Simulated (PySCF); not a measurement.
# Calculated NMR parameters of COCCOC(=O)C(=O)O[SiH3]

```
Formula                               : C5H10O5Si
SMILES                                : COCCOC(=O)C(=O)O[SiH3]
InChI                                 : InChI=1S/C5H10O5Si/c1-8-2-3-9-4(6)5(7)10-11/h2-3H2,1,11H3
Point group of the computed structure : C1
Degrees of unsaturation               : 2
Carbon signals                        : 5
Proton signals                        : 4
```

Bonds (- single, = double, # triple, : aromatic): C1-O2, O2-C3, C3-C4, C4-O5, O5-C6, C6=O7, C6-C8, C8=O9, C8-O10, O10-Si11. C1 carries H12, H13, H14; C3 carries H15, H16; C4 carries H17, H18; Si11 carries H19, H20, H21.

[PySCF: structure optimised with GFN2-xTB; PBE0/pcSseg-1 with gauge-including orbitals; single conformer; non-relativistic; no solvent model; averaged over atoms made equivalent by symmetry, fast rotation or ring inversion]

References, each an isolated molecule treated in the same way: ¹H (31.72 ppm) and ¹³C (186.93 ppm) and ²⁹Si (349.16 ppm) vs TMS; ¹⁷O (336.08 ppm) vs H2O.

```tsv
carbon	δC, type	δH (multiplicity)	HMBC from (2–3 bonds)	span of the C tensor (ppm)
C1	61.9, CH3	3.60 (s)	H15/H16	90
C3	71.5, CH2	3.62 (t)	H17/H18, H12/H13/H14	90
C4	66.9, CH2	4.59 (t)	H15/H16	80
C6	166.7, C	–	H17/H18	161
C8	165.1, C	–	H19/H20/H21	159
```

Other nuclei:
```
      atoms  nucleus                        environment  δ (ppm)  σ (ppm)
H19/H20/H21       ¹H  hydrogen on a silicon bonded to O     4.92    26.80
       Si11     ²⁹Si           silicon bonded to O, 3 H    -35.7    384.9
         O9      ¹⁷O                    carbonyl oxygen    450.2   -114.1
         O7      ¹⁷O              ester carbonyl oxygen    433.4    -97.3
         O5      ¹⁷O                ester alkoxy oxygen    207.0    129.1
        O10      ¹⁷O             oxygen bonded to C, Si    185.6    150.5
         O2      ¹⁷O                       ether oxygen     14.7    321.4
```

Carbon types of the structure: 2 × C, 2 × CH2, 1 × CH3, leaving 3 H on heteroatoms. δC 166.7: ester carbonyl carbon; lone-pair donation from the attached heteroatom keeps it upfield of a ketone carbonyl. δC 165.1: carbonyl carbon. δC 71.5, 66.9: sp3 CH2 bonded to O; pulled downfield by the heteroatom. δC 61.9: methyl carbon bonded to O; pulled downfield by the heteroatom. δH 3.60: hydrogen on a methyl carbon bonded to O; its carbon carries O, an electronegative neighbour.

Shifts are as computed. Against solution values, carbons near 30 ppm lie about +3 ppm off and those near 130 ppm about +5 ppm. Of 1211 compounds with measured shifts, 218 miss one by over three times the rms of a fit or turn the order of signals round; such compounds aren't used in these exercises. Unscaled 17O shifts of doubly bonded oxygen tend to come out too high, by tens of ppm or more. Experimental scales use liquid or dissolved standards, which lie at an offset from isolated H2O (liquid H2O: subtract about 36 ppm). No couplings were computed; multiplicities are counted from neighbouring protons, with m where these are inequivalent, close in shift, in a saturated or five-membered ring or joined by F or P, and br s for small geminal =CH2 splittings.
